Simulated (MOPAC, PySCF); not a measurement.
CH5NSi2, SMILES `C1N=[SiH][SiH2]1`, neutral singlet in the gas phase. 

Cartesian coordinates (Å):
```xyz
9

C      0.1055    -1.1024     0.0780
N      1.4640    -0.4868     0.1201
Si     1.1516     1.1188    -0.0020
Si    -1.0564     0.4333    -0.0926
H     -0.0830    -1.6803     0.9877
H      0.0230    -1.7942    -0.7655
H      2.1870     2.1829    -0.0078
H     -1.9691     0.7420     1.0383
H     -1.8225     0.5867    -1.3562
```
Charge 0, spin multiplicity 1.

All levels are single points at this geometry (B3LYP-D3(BJ)/def2-TZVP); Pople sets use spherical d functions. Orbital energies aren't observables, and empty levels follow the basis.

PBE-D3(BJ)/def2-TZVP in PySCF gives HOMO (eV) = -5.29.

Q: Estimate the HOMO (eV) from each of these levels: B3LYP-D3(BJ)/def2-TZVP in PySCF; B3LYP/3-21G in PySCF; M06-2X/6-31G* in PySCF; HF/3-21G in PySCF; HF/6-31G* in PySCF; HF/STO-3G in PySCF; AM1 in MOPAC; PM6 in MOPAC.

A: 
```csv
level,HOMO (eV)
B3LYP-D3(BJ)/def2-TZVP in PySCF,-6.36
B3LYP/3-21G in PySCF,-5.93
M06-2X/6-31G* in PySCF,-7.69
HF/3-21G in PySCF,-9.07
HF/6-31G* in PySCF,-9.11
HF/STO-3G in PySCF,-5.74
AM1 in MOPAC,-9.60
PM6 in MOPAC,-8.04
```
